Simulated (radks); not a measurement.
Values are calculated unless marked as measured or tabulated.
Q: The mean radii <r> (bohr) of the occupied orbitals of an atom or ion are listed with their occupations. Code: a radial shooting solver on a logarithmic mesh with Libxc functionals. Model: Dirac Kohn-Sham, BP86, spin-unpolarised, spherical densities, point nucleus.

orbital  occ.      <r>
1s1/2       2  0.02231
2s1/2       2  0.09458
2p1/2       2  0.07906
2p3/2       4  0.08579
3s1/2       2   0.2491
3p1/2       2   0.2388
3p3/2       4   0.2517
3d3/2       4   0.2235
3d5/2       6   0.2276
4s1/2       2   0.5659
4p1/2       2   0.5791
4p3/2       4   0.6084
4d3/2       4   0.6482
4d5/2       6   0.6587
5s1/2       2    1.381
5p1/2       2    1.560
5p3/2       4    1.658
4f5/2       3   0.9576
4f7/2       4   0.9768
6s1/2       1    3.837

Name the element and its charge. Open shells, if any, are shared by 2j + 1.

A: Z = 63, europium, charge +1: Eu+ in [Xe] 4f7 6s1. The 1s radius gives Z: for a bare nucleus <r> = (2 gamma + 1)/(2Z) with gamma = sqrt(1 - (Z/c)^2), 0.02203 bohr for Z = 63, and screening makes it slightly larger (0.02231 here). The occupations add up to 62, and the charge is Z minus that.
